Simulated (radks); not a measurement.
Spherical jellium clusters: N electrons in a uniform positive sphere of charge N and radius rs N^(1/3), rs = 2.62 bohr. Calculated with a radial shooting solver with Libxc functionals: non-relativistic Kohn-Sham, PBE, spin-polarised, spherical densities. Levels are named by radial order and angular momentum (1s, 1p, 1d, 2s, ...), and open shells are averaged over m. Each electron was tried in the lowest free levels, single moves between levels near the top were tried too, and the lowest total energy was kept; such a search can miss a lower state. Energies include the self-energy of the background; IP and EA are vertical (highest electron removed, lowest free level filled), at fixed background; spill-out counts the electrons outside the background radius R, and alpha is the static dipole polarisability from linear response (closed shells only). A dash means not computed or, for alpha, an open shell; in EA it means that no bound solution was reached, which is typical of self-interaction and does not show that the anion is unstable. Real open-shell clusters deform, which this model forbids.

\begin{tabular}{lrrrrr}
N & open shells & 2S & E(N+1) + E(N-1) - 2E(N) (eV) & EA (eV) & -e(HOMO) (eV) \\ \hline
1 & 1s(up 1, down 0) & 1 & - & - & 3.946 \\
2 & none & 0 & 2.012 & - & 4.409 \\
3 & 1p(up 1, down 0) & 1 & -0.999 & - & 2.410 \\
4 & 1p(up 2, down 0) & 2 & -0.813 & - & 3.291 \\
5 & 1p(up 3, down 0) & 3 & 0.582 & - & 3.882 \\
6 & 1p(up 3, down 1) & 2 & -0.783 & - & 3.397 \\
7 & 1p(up 3, down 2) & 1 & -0.545 & 2.031 & 3.979 \\
8 & none & 0 & 2.456 & - & 4.384 \\
9 & 1d(up 1, down 0) & 1 & -0.470 & - & 2.100 \\
10 & 1d(up 2, down 0) & 2 & -0.421 & - & 2.589 \\
11 & 1d(up 3, down 0) & 3 & -0.372 & - & 2.982 \\
12 & 1d(up 4, down 0) & 4 & -0.328 & - & 3.307 \\
13 & 1d(up 5, down 0) & 5 & 0.463 & - & 3.581 \\
14 & 1d(up 5, down 0) 2s(up 1, down 0) & 6 & -0.008 & - & 3.238 \\
15 & 1d(up 5, down 1) 2s(up 1, down 0) & 5 & -0.495 & 1.695 & 3.284 \\
16 & 1d(up 5, down 3) & 2 & -0.293 & 1.984 & 3.597 \\
17 & 1d(up 5, down 4) & 1 & -0.243 & 2.223 & 3.833 \\
18 & none & 0 & 0.194 & 2.110 & 4.035 \\
19 & 2s(up 1, down 0) & 1 & 0.368 & 1.869 & 3.873 \\
20 & none & 0 & 1.302 & - & 3.630 \\
21 & 1f(up 1, down 0) & 1 & -0.248 & - & 2.341 \\
22 & 1f(up 2, down 0) & 2 & -0.228 & - & 2.580 \\
23 & 1f(up 3, down 0) & 3 & -0.211 & - & 2.792 \\
24 & 1f(up 4, down 0) & 4 & -0.196 & 1.530 & 2.982 \\
25 & 1f(up 5, down 0) & 5 & -0.181 & 1.707 & 3.154 \\
26 & 1f(up 6, down 0) & 6 & -0.169 & 1.869 & 3.311 \\
27 & 1f(up 7, down 0) & 7 & 0.556 & - & 3.454 \\
28 & 1f(up 7, down 1) & 6 & - & 1.527 & 2.915 \\
\end{tabular}

All shells are closed at N = 2, 8, 18, 20 (there: 1s2 1p6 1d10 2s2); the second difference of the energy has clear peaks (12 % above both neighbours; the first and last values, which can be the largest, are not judged, and half-filled shells can peak too) at N = 5, 8, 13, 20.
